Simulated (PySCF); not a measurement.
## C₆ coefficients of unlike pairs at PBE0

Calculated with PySCF 2.14 from the dipole response of each species, C₆(A,B) = (3/π) ∫ α_A(iu) α_B(iu) du, in atomic units, from isotropic polarisabilities. For ions this is the dispersion term alone; charge-induced terms of lower order in 1/R come first.

```
species           configuration                                                                 basis      relativity  α (bohr³)  C₆ (like pair)
    I²⁺  [Kr] 4d10 5s2 5p3 (4S)                                            aug-cc-pVTZ-DK3 (8s7p5d2f)   spin-free X2C      13.72           91.86
     Hf  [Xe] 4f14 5d2 6s2 (3F)                           aug-cc-pwCVTZ-PP with ECP60MDF (8s8p7d4f3g)  core potential      103.5            1397
    Ca⁺           [Ar] 4s1 (2S)                                               def2-QZVPPD (11s6p4d3f)            none      86.16           646.0
   Nb²⁺           [Kr] 4d3 (4F)  def2-TZVPPD with the def2 core potential (28 electrons) (6s4p3d2f1g)  core potential      10.56           54.88
```

(1) Estimate C₆ for Hf with I²⁺.

No spin-orbit coupling is included.

The other pairs:

```csv
pair,C₆
"Ca⁺, I²⁺",186.9
"Nb²⁺, I²⁺",70.59
"Nb²⁺, Hf",232.7
"Nb²⁺, Ca⁺",141.8
"Ca⁺, Hf",931.6
```

Results:

(1) The integral gives 307.8. The combination rule 2 C_A C_B / (C_A α_B/α_A + C_B α_A/α_B) gives 292.3 and the geometric mean 358.2.
